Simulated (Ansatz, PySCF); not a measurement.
Torsion Si1–Pb2–S3–H7 in H4PbSSi (SMILES [SiH3][Pb][SH]); at each angle all else is relaxed with GFN2-xTB, and the levels are single points there.
Geometry at 180° (charge 0, multiplicity 1):
```xyz
7

Si    -1.306    -0.179     0.011
Pb     0.739     1.535    -0.260
S      2.471    -0.231     0.217
H     -1.200    -1.414    -0.761
H     -2.594     0.391    -0.410
H     -1.556    -0.618     1.384
H      3.571     0.502     0.114
```

On the grid 0° to 330°, 90° is the highest and 180° the lowest point at MP2/CBS(def2-TZVPP, def2-QZVPP) + ΔCCSD(T)/def2-TZVPP.

Codes used: Ansatz (Gaussian orbitals); PySCF for the dispersion terms. Each number belongs to the level named beside it. In def2 rows elements past Kr take small-core potentials, without spin–orbit coupling.

Q: One of these levels gives 517.7 meV for the energy at 90° less that at 180°. Name it.
A. SVWN5/def2-TZVPP
B. PBE-D3(BJ)/def2-TZVPP
C. HF/def2-TZVPP

A: A, SVWN5/def2-TZVPP. The others give 361.5 (HF/def2-TZVPP), 457.0 (PBE-D3(BJ)/def2-TZVPP)

Ansatz is a quantum-chemistry and plane-wave program.
